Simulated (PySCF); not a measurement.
# Hartree-Fock beside MP2: AlB2H3N cation

Calculated results; nothing here was measured. The program is PySCF 2.14.0, an open-source quantum chemistry code, run on an isolated molecule that a program drew, which may never have been made. The molecule is AlB2H3N cation (charge +1, singlet), drawn as the SMILES string `[BH+]N=[B][AlH2]`.

The geometry was optimised and harmonic frequencies were computed with HF and MP2, all in the cc-pV(D+d)Z basis, for the commonest isotopes, with a restricted reference for singlets and an unrestricted one otherwise, and a frozen core in MP2. Each result is a local minimum of its method.

Geometry at the HF minimum:
```xyz
7
AlB2H3N cation, angstrom
B    -0.6132   -2.5450   -1.4702
N    -0.1069   -1.3971   -1.2234
B     0.4095   -0.2271   -0.9724
Al    1.2886    1.7636   -0.5450
H    -1.0756   -3.5938   -1.6957
H     1.1171    2.7610   -1.7270
H     1.9353    1.8427    0.8681
```

Lengths of the bonds as drawn, in Å (atoms numbered as above):
```
bond,HF,MP2
B1-N2,1.279,1.299
N2-B3,1.303,1.322
B3-Al4,2.218,2.212
B1-H5,1.168,1.178
Al4-H6,1.556,1.558
Al4-H7,1.556,1.558
```

Rotational constants, in GHz:
```
constant,HF,MP2
A,121.6,120.6
B,1.969,1.948
C,1.938,1.917
```

Harmonic frequencies in cm^-1, each column in rising order, so a row needn't be the same motion in every method:
| rank | HF | MP2 |
|---|---|---|
| 1 | 104 | 95 |
| 2 | 111 | 102 |
| 3 | 263 | 242 |
| 4 | 298 | 275 |
| 5 | 363 | 355 |
| 6 | 536 | ? |
| 7 | 612 | 592 |
| 8 | 773 | 743 |
| 9 | 832 | 762 |
| 10 | 833 | 764 |
| 11 | 1366 | 1283 |
| 12 | 2031 | 1957 |
| 13 | 2085 | 2050 |
| 14 | 2115 | 2088 |
| 15 | 3020 | 2931 |

**Estimate the missing MP2 frequency from the HF column.**

A single factor s that minimises the squared misfit of MP2 against s times HF over the other rows is sum(HF x MP2) / sum(HF^2) = 0.9688, with an rms misfit of 25 cm^-1. For rank 6 it gives 0.9688 x 536 = 519 cm^-1. The calculation gives 511 cm^-1, 8 cm^-1 below the estimate. The drawn bonds are on average 0.6 % longer in MP2 than in HF.
